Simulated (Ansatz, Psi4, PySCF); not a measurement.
F6Ru (SMILES [F][Ru]([F])([F])([F])([F])[F]), triplet, geometry from GFN2-xTB (such geometries of metal compounds can be far from the true shape) (core potentials on Ru). Base run: BLYP/def2-SVP (PySCF).

PySCF was given this input:
```python
from pyscf import gto, scf, dft

mol = gto.Mole()
mol.atom = '''
    Ru    0.00000000   -0.00000000    0.00000000
    F     1.11244871   -0.44890361   -1.39875666
    F    -1.11244871    0.44890361    1.39875666
    F    -1.15977093    0.80852538   -1.18186077
    F    -0.90164630   -1.59384724   -0.20557649
    F     0.90164630    1.59384724    0.20557649
    F     1.15977093   -0.80852538    1.18186077
'''
mol.basis = 'def2-svp'
mol.ecp = {'Ru': 'def2-svp'}
mol.spin = 2
mol.verbose = 4
mol.build()

mf = dft.UKS(mol)
mf.xc = 'blyp'
mf.kernel()
```

The same geometry, method and basis name were run in Ansatz (an electronic-structure program) and Psi4 and PySCF, at each program's defaults and at the settings that a row names. The base is PySCF at its defaults. Differences at the defaults can come from grids, fitting, cores and function types together.

| code and settings | ΔE vs base (µEh) | basis functions | E (Eh) | SCF cycles | outcome |
|---|---|---|---|---|---|
| PySCF, defaults (exact integrals, its default grid, spherical functions) | 0.0 | 115 | -693.43396 | 28 | converged |
| Psi4, defaults (density fitting with its default set, its default grid, spherical functions) | -229 | 115 | -693.43419 | 28 | converged |
| Ansatz, defaults (factorised integrals, its default grid, spherical functions) | -53.5 | 115 | -693.43402 | - | converged |
| PySCF, density fitting with def2-universal-jkfit | - | 115 | - | 27 | not converged |
| PySCF, fine grid | - | 115 | - | 27 | not converged |
| Psi4, exact integrals, spherical functions, fine grid | -40.0 | 115 | -693.43400 | 32 | converged |
| Ansatz, high accuracy | -52.7 | 115 | -693.43402 | - | converged |

Open shells are given as the SCF converged; they aren't shown to be the lowest states, and a large step between rows can be another state.
